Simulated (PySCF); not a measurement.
B3LYP has the VWN-RPA correlation part, as in Gaussian. Delta-SCF ions had no search for a lower state. Excitations are Tamm–Dancoff values on a coarser integration grid. The basis has no diffuse functions, so Rydberg states are missing or too high.

# H6B4, SMILES `BBBB` (charge 0, multiplicity 1)

Calculation: B3LYP-D3(BJ)/def2-TZVP // PBE0-D4/def2-TZVP in PySCF.

```json
{
  "HOMO": "-7.96 eV",
  "dipole_moment": "0.051 e·Å",
  "LUMO": "-2.15 eV",
  "HOMO–LUMO gap": "5.81 eV",
  "S1 excitation (TDA)": "4.73 eV",
  "S1 oscillator strength": "0.044",
  "T1 excitation (TDA)": "4.02 eV",
  "S1–T1 gap (TDA)": "0.71 eV",
  "vertical ionisation energy (Delta-SCF)": "10.21 eV",
  "total_energy": "-102.9624 Ha",
  "cost": "very roughly 80 core-seconds"
}
```

```xyz
10

B      1.9607    -0.0662     0.6377
B      0.7615    -0.4607    -0.3876
B     -0.6309     0.3293    -0.6599
B     -2.0537     0.1598     0.1095
H      2.8815     0.6279     0.3100
H      1.9651    -0.4749     1.7658
H      0.9119    -1.4666    -1.0392
H     -0.5892     1.1419    -1.5528
H     -2.3182     0.8301     1.0689
H     -2.8886    -0.6207    -0.2523
```
